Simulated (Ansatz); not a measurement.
Ba₆O₆. Total charge 0; triplet. Geometry PBE-D4/def2-SVP, that of the charge +1 doublet; atoms count from 1.

```xyz
12

Ba    0.929    1.755   -1.581
Ba   -2.835   -0.133   -1.469
Ba   -1.148   -1.749    1.532
Ba    2.363    0.673    1.645
Ba    1.753   -1.919   -0.972
Ba   -1.693    2.440    1.459
O    -2.427    0.234    0.839
O    -0.344   -0.521   -1.761
O    -0.902   -1.746   -1.111
O     1.172   -1.449    1.360
O     2.604    0.315   -0.738
O     0.527    2.102    0.798
```

In the def2 sets Ba takes a core potential; there is no spin–orbit coupling. The structure holds one bond between oxygen atoms, so isomers without such links may lie far lower. At PBE0-D4/def2-TZVP a singlet of charge 0 lies 0.19 eV below the triplet at the same geometry. The structure comes from a short search, and lower isomers may exist.

(1) Estimate the Mulliken populations from the PBE0/def2-TZVP orbitals of Ansatz.

(2) Where does the spin sit?

(3) And the Mayer bond orders between bonded heavy atoms (over 0.3)?

## Answers

(1) 
| atom | charge (e) | spin (α − β) |
| --- | --- | --- |
| Ba1 | 1.03 | 0.27 |
| Ba2 | 0.79 | 0.66 |
| Ba3 | 1.11 | 0.26 |
| Ba4 | 1.22 | 0.11 |
| Ba5 | 1.10 | 0.24 |
| Ba6 | 0.92 | 0.48 |
| O7 | -1.19 | -0.01 |
| O8 | -0.72 | 0.00 |
| O9 | -0.72 | 0.00 |
| O10 | -1.18 | 0.00 |
| O11 | -1.17 | 0.00 |
| O12 | -1.19 | -0.01 |
Mulliken values and Mayer orders depend strongly on the basis.

(2) Summed by element: Ba 2.02, O -0.02, of 2 unpaired in all. Largest on single atoms: Ba2 0.66, Ba6 0.48, Ba1 0.27.

(3) Ba1–O11 0.52 (2.36 Å); Ba1–O12 0.46 (2.44 Å); Ba2–O7 0.53 (2.37 Å); Ba3–O7 0.35 (2.46 Å); Ba3–O10 0.53 (2.35 Å); Ba4–O10 0.39 (2.45 Å); Ba4–O11 0.40 (2.42 Å); Ba4–O12 0.33 (2.48 Å); Ba5–O10 0.43 (2.45 Å); Ba5–O11 0.45 (2.40 Å); Ba6–O7 0.44 (2.41 Å); Ba6–O12 0.53 (2.34 Å); O8–O9 0.80 (1.50 Å).
